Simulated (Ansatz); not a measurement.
`CC([SiH3])[SeH]` + H₂ → `CC[SeH]` + SiH₄ at 700 K and 1 bar (hydrogenolysis of a C–Si bond).

Computed with Ansatz on PBE0-D4/def2-TZVP structures; ΔE is electronic, products minus reactants. CCSD(T)/CBS adds triple-zeta CCSD(T) − MP2 to the extrapolated MP2 energy (def2 sets, frozen cores). This one scheme is used for every species. For Se outer-core shells are correlated without core-valence functions, which leaves a few kJ/mol of doubt a bond. Scalar relativity is left out up to krypton. Each species was taken in one conformer, which may not be the lowest.

```tsv
species	CCSD(T)/CBS energy (Eh)	H − E (kJ/mol)	S (J/(mol·K))
`CC([SiH3])[SeH]`	-2770.69636	314.2	476.0
H₂	-1.17544	46.8	155.3
`CC[SeH]`	-2480.41858	249.2	382.8
SiH₄	-291.46306	115.5	252.9
```

H − E and S are ideal-gas, rigid-rotor, harmonic terms from PBE0-D4/def2-TZVP, for one conformer and one mirror image of each species. For small species the MP2-based limit differs from directly extrapolated CCSD(T) by up to some mEh (0.8 for H₂); such offsets cancel only in part. 1 Eh = 2625.50 kJ/mol, R = 8.31446 J/(mol·K).

Task: By hand: ΔE, ΔH, ΔS and ΔG.

Result: ΔE = (-2480.41858) + (-291.46306) − (-2770.69636) − (-1.17544) = -0.00984 Eh = -25.8 kJ/mol. Δ(H − E) = 249.2 + 115.5 − 314.2 − 46.8 = 3.7, so ΔH = -22.1 kJ/mol. ΔS = 382.8 + 252.9 − 476.0 − 155.3 = 4.4 J/(mol·K). ΔG = -22.1 − 700 × (4.4)/1000 = -25.2 kJ/mol.

Task: By hand: the equilibrium constant, and the temperature at which ΔG would vanish if ΔH and ΔS stayed fixed.

Result: log₁₀ K = −ΔG/(RT ln 10) = 1.9. ΔH and −TΔS have one sign here, so there is no such temperature. One of them is within its doubt of zero, so this could turn.

The number of gas molecules stays the same, so ΔS is small and ΔH decides. A doubt of 5 kJ/mol in ΔE shifts log₁₀ K by 0.4 here. Other conformers and mirror images would add mixing entropy, several J/(mol·K) or more a flexible species. These are equilibria of isolated gas molecules and say nothing of rates. Largest T1 diagnostic: 0.011 (customary marks: 0.02 for closed shells, 0.045 for open ones).
